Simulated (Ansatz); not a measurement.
`[GeH3][O][GeH3]` + `[SH][GeH3]` → `[GeH3][S][GeH3]` + `[OH][GeH3]` at 700 K and 1 bar (ligand exchange at a Ge–O bond).

Calculated with Ansatz (gas phase, PBE0-D4/def2-TZVP geometries, no zero-point term in ΔE). CCSD(T)/CBS adds triple-zeta CCSD(T) − MP2 to the extrapolated MP2 energy (def2 sets, frozen cores). For Ge outer-core shells are correlated without core-valence functions, which leaves a few kJ/mol of doubt a bond. Scalar relativity is left out up to krypton.

```csv
species,CCSD(T)/CBS energy (Eh),H − E (kJ/mol),S (J/(mol·K))
`[GeH3][O][GeH3]`,-4231.02116,203.9,455.1
`[SH][GeH3]`,-2476.30083,133.1,357.0
`[GeH3][S][GeH3]`,-4553.63258,201.9,468.2
`[OH][GeH3]`,-2153.69723,141.7,338.7
```

H − E and S are ideal-gas, rigid-rotor, harmonic terms from PBE0-D4/def2-TZVP. 1 Eh = 2625.50 kJ/mol, R = 8.31446 J/(mol·K).

By hand: ΔE, ΔH, ΔS and ΔG.

ΔE = (-4553.63258) + (-2153.69723) − (-4231.02116) − (-2476.30083) = -0.00782 Eh = -20.5 kJ/mol. Δ(H − E) = 201.9 + 141.7 − 203.9 − 133.1 = 6.6, so ΔH = -13.9 kJ/mol. ΔS = 468.2 + 338.7 − 455.1 − 357.0 = -5.2 J/(mol·K). ΔG = -13.9 − 700 × (-5.2)/1000 = -10.3 kJ/mol.

By hand: the equilibrium constant, and the temperature at which ΔG would vanish if ΔH and ΔS stayed fixed.

log₁₀ K = −ΔG/(RT ln 10) = 0.8. ΔG = 0 at ΔH/ΔS = 2673 K, far beyond where these terms or the molecules hold.

The number of gas molecules stays the same, so ΔS is small and ΔH decides. A doubt of 5 kJ/mol in ΔE shifts log₁₀ K by 0.4 here. Modes under 60 cm⁻¹, often nearly free rotors, make the harmonic entropy too high. These are equilibria of isolated gas molecules and say nothing of rates. Largest T1 diagnostic: 0.012 (customary marks: 0.02 for closed shells, 0.045 for open ones).
